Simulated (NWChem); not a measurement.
C2H4F, doublet; SMILES F[CH]C

Computed with NWChem. Spin-unrestricted. Structure relaxed at the PBE-D3(BJ)/def2-SVP, spin-unrestricted level. No stability test was run on the SCF state. Level PBE/def2-TZVP: single points from the atomic guess with DIIS by default; each run changes one setting, and all converged runs end within 0.3 mHa of each other. NWChem's automatic level shift, which a small gap switches on, acted in some of these runs.

Problem. Which setting needs the most SCF iterations, or fails (core-Hamiltonian guess; defaults; level shift of 0.5 Ha throughout; no DIIS, 40 % damping; occupation smearing of 0.005 Ha; no level shifting)?

Solution. no DIIS, 40 % damping, with 81 against 10 for the defaults.
```tsv
setting	SCF iterations
defaults	10
core-Hamiltonian guess	35
no DIIS, 40 % damping	81
occupation smearing of 0.005 Ha	10
no level shifting	10
level shift of 0.5 Ha throughout	13
```
